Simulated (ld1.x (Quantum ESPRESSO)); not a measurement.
## boron (B), TM: configuration errors across variants

boron, norm-conserving Troullier–Martins (Kleinman–Bylander form), made with ld1.x (Quantum ESPRESSO) 7.5 (PBEsol, scalar-relativistic). Core [He], reference 2s1.5 2p1.5. Waves: 2s (bound): rc 1.70 bohr; 2p (bound): rc 2.05 bohr; 3d channel at 0.45 Ry: rc 2.10 bohr. Local part: the d channel. Core correction: a·sin(br)/r model core inside 0.95 bohr.

All-electron excitation energies from the reference (eV): (1) 2s2 2p1 -2.907; (2) 2s2 2p0 5.233; (3) 2s1 2p0 30.495; (4) 2s2 2p0.5 -0.051; (5) 2s1 2p1 11.358; (6) 2s1 2p2 2.913; (7) 2s0 2p3 8.750.

2 further variants failed, have other tests or another functional or relativity, and are left out.

Errors AE − PS in meV (a dash: test not solved or not reliable):

```csv
change,(1),(2),(3),(4),(5),(6),(7),bound ghosts
base,-0.2,+31,+96,+5.9,-0.4,-0.2,-1.1,none
core correction a·sin(br)/r model core inside 1.90 bohr,+0.9,+43,+137,+9.9,+0.7,+1.5,+11,none
wave 3d channel at 0.45 Ry: rc 2.10 bohr becomes 3d channel at 0.45 Ry: rc 1.56 bohr,-0.2,+31,+96,+5.9,-0.7,-0.2,-1.2,none
type RRKJ; local potential the s channel,-0.5,+35,+110,+6.5,-0.3,-0.5,-4.4,none
wave 2p (bound): rc 2.05 bohr becomes 2p (bound): rc 2.32 bohr,-1.0,+44,+142,+7.9,-1.0,-1.0,-9.3,none
wave 2s (bound): rc 1.70 bohr becomes 2s (bound): rc 2.44 bohr,-1.5,+60,+128,+12,-5.6,-1.4,-12,none
```

Q: Give the same row for: wave 3d channel at 0.45 Ry: rc 2.10 bohr becomes 3d channel at 0.98 Ry: rc 2.10 bohr.

A: -0.2, +31, +96, +5.9, -0.5, -0.2, -1.1; bound ghosts: none.
